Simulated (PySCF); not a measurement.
**Field gradients at the hydrogen positions**

Compound: C10H16.
Structure used (PBE0-D3(BJ)/def2-SVP), in Å, numbered top down from 1:
```
atom  x, y, z in Å
C1     2.6877    0.9816   -1.4200
C2     2.3649   -0.1616   -0.8132
C3     1.0710   -0.8943   -0.9780
C4     0.3420   -1.0560    0.3470
C5    -1.1443   -1.4929    0.4229
C6    -1.1381   -0.8492    1.8252
C7    -0.1933    0.1640    1.1405
C8    -1.1194    0.8494    0.1207
C9    -2.0126    1.9376    0.6907
C10   -1.8614   -0.4164   -0.4004
H11    2.0017    1.4663   -2.1228
H12    3.6470    1.4748   -1.2423
H13    3.0823   -0.6077   -0.1116
H14    0.4462   -0.3741   -1.7201
H15    1.2655   -1.9021   -1.3879
H16    0.9458   -1.6884    1.0199
H17   -1.4475   -2.5379    0.2630
H18   -2.0949   -0.4870    2.2327
H19   -0.6215   -1.4660    2.5747
H20    0.4809    0.8172    1.7129
H21   -0.5092    1.2961   -0.6817
H22   -1.4157    2.7792    1.0764
H23   -2.6375    1.5642    1.5171
H24   -2.6908    2.3364   -0.0802
H25   -1.7571   -0.5623   -1.4868
H26   -2.9397   -0.3860   -0.1765
```

Level: PBE0/pcSseg-1 (PySCF, non-relativistic); Q(2H) = 0.00286 b; rigid geometry, the same for H and D, with no vibrational averaging.

Task: Rank these positions by the coupling χzz of a deuteron there, largest first.
A. H21 (methine hydrogen)
B. H22 (methyl hydrogen)
C. H12 (vinylic hydrogen)

Result: C (207 kHz), B (196 kHz), A (191 kHz).

Task: Tabulate Vzz, the asymmetry η and χzz = 234.96 MHz × Q × Vzz for every hydrogen position.

Result: 
| atom | bonded to | bond length (Å) | Vzz (au) | η | χzz (kHz) |
| --- | --- | --- | --- | --- | --- |
| H11 | C1 | 1.095 | 0.3045 | 0.06 | 205 |
| H12 | C1 | 1.093 | 0.3080 | 0.06 | 207 |
| H13 | C2 | 1.098 | 0.2959 | 0.06 | 199 |
| H14 | C3 | 1.101 | 0.2875 | 0.03 | 193 |
| H15 | C3 | 1.105 | 0.2832 | 0.01 | 190 |
| H16 | C4 | 1.103 | 0.2839 | 0.08 | 191 |
| H17 | C5 | 1.100 | 0.2958 | 0.01 | 199 |
| H18 | C6 | 1.101 | 0.2920 | 0.03 | 196 |
| H19 | C6 | 1.100 | 0.2943 | 0.05 | 198 |
| H20 | C7 | 1.099 | 0.2961 | 0.01 | 199 |
| H21 | C8 | 1.103 | 0.2848 | 0.03 | 191 |
| H22 | C9 | 1.101 | 0.2918 | 0.02 | 196 |
| H23 | C9 | 1.101 | 0.2914 | 0.02 | 196 |
| H24 | C9 | 1.101 | 0.2921 | 0.02 | 196 |
| H25 | C10 | 1.101 | 0.2920 | 0.01 | 196 |
| H26 | C10 | 1.102 | 0.2895 | 0.00 | 195 |

Task: How does χzz go with the bond length over the 16 C–H bonds?

Result: A straight-line fit has a slope of -14.8 kHz for each 0.01 Å, with a correlation coefficient of -0.96, over lengths from 1.093 to 1.105 Å. The longer bonds have the smaller couplings here.

Task: Give the 2H NMR doublet splittings at H12 for a magnetic field along the z, y and x axes of the gradient: 3χ/2, 3χ(1 + η)/4, 3χ(1 − η)/4.

Result: With |χ| = 207.0 kHz and η = 0.057: 310, 164 and 146 kHz, to first order and without motion.

Geometry: PBE0-D3(BJ)/def2-SVP, one conformer, isolated molecule. The small basis limits the accuracy of the gradients.
